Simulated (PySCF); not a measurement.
**[La(NH3)4]3+ at several levels of theory**

Computed with PySCF 2.14.0 (density fitting, no spin-orbit coupling) at the geometry relaxed with PBE:

```xyz
17
[La(NH3)4]3+ (singlet; a saddle point, relaxed within its symmetry)
La    0.0000    0.0000    0.0029
N     1.5008    1.5008    1.4999
H     1.3787    1.3787    2.5277
H     2.5281    1.3767    1.3747
H     1.3767    2.5281    1.3747
N    -1.5008   -1.5008    1.4999
H    -1.3787   -1.3787    2.5277
H    -2.5281   -1.3767    1.3747
H    -1.3767   -2.5281    1.3747
N     1.5001   -1.5001   -1.4994
H     2.1440   -2.1440   -0.9925
H     0.9917   -2.1429   -2.1433
H     2.1429   -0.9917   -2.1433
N    -1.5001    1.5001   -1.4994
H    -2.1440    2.1440   -0.9925
H    -0.9917    2.1429   -2.1433
H    -2.1429    0.9917   -2.1433
```

| level | basis | state | HOMO (eV) | gap (eV) | charge on La1 (e) | population of f-type functions on La1 (polarisation alone where 4f lies in the core) | dipole about the centre of mass (D) | largest force component (eV/Å) |
| --- | --- | --- | --- | --- | --- | --- | --- | --- |
| PBE | La lcecp-1-SVP with ECP46, N def2-SVP, H def2-SVP | singlet | -21.23 | 5.88 | 1.58 | 0.04 | 0.00 | 0.01 |
| r2SCAN | the same | singlet | -21.58 | 6.50 | 1.72 | 0.04 | 0.00 | 0.30 |
| B3LYP | the same | singlet | -22.49 | 7.75 | 1.69 | 0.04 | 0.00 | 0.27 |
| TPSS | the same | singlet | -21.36 | 6.22 | 1.66 | 0.04 | 0.00 | 0.12 |
| BP86 | the same | singlet | -21.33 | 5.89 | 1.60 | 0.04 | 0.00 | 0.05 |
| PBE | La lcecp-1-TZVP with ECP46, N def2-TZVP, H def2-TZVP | singlet | -21.19 | 5.92 | 1.91 | 0.06 | 0.01 | 0.25 |

In the lcecp rows the 4f levels are missing from HOMO and gap, and the state counts the valence alone.

Charges are Mulliken's, which hang on the basis. The relaxation used the grid (50, 194), these runs (75, 302) or, all-electron (x2c bases, spin-free X2C Hamiltonian), (99, 590).

What does PBE with La x2c-SVPall, N x2c-SVPall, H x2c-SVPall give here?

state singlet, HOMO (eV) -21.27, gap (eV) 5.78, charge on La1 (e) 1.49, population of f-type functions on La1 (polarisation alone where 4f lies in the core) 0.11, dipole about the centre of mass (D) 0.00, largest force component (eV/Å) 0.08. Time: 54 s on 4 threads of Arm Neoverse V2 (shared host), from free ions and atoms.

In the first row's basis the gap widens with exact exchange: 5.9 to 6.5 eV for PBE, BP86, TPSS, r2SCAN (none); 7.8 eV for B3LYP (a fixed share).
